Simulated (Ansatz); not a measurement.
The same ligand exchange along the group F, Cl, Br, I.

Calculated with Ansatz (gas phase, PBE0-D4/def2-TZVP geometries, no zero-point term in ΔE). CCSD(T)/CBS adds triple-zeta CCSD(T) − MP2 to the extrapolated MP2 energy (def2 sets, frozen cores). This one scheme is used for every species. Functionals use def2-TZVPP. Elements past krypton have def2 core potentials. For Br, I outer-core shells are correlated without core-valence functions, which leaves a few kJ/mol of doubt a bond. Scalar relativity is left out up to krypton. One conformer a species, not always the lowest.

| reaction | B2PLYP (eV) |
| --- | --- |
| `BF` + `C=C(N)O` → `BOC(=C)N` + H–F | 0.23 |
| `BCl` + `C=C(N)O` → `BOC(=C)N` + HCl | -0.31 |
| `BBr` + `C=C(N)O` → `BOC(=C)N` + HBr | -0.41 |
| `BI` + `C=C(N)O` → `BOC(=C)N` + HI | -0.57 |

Question: Give the CCSD(T)/CBS values in the same order. (An estimate is asked.)

Answer: The calculation gave: 0.14, -0.31, -0.38, -0.52 eV.

Largest T1 diagnostic: 0.014, for `BOC(=C)N`.
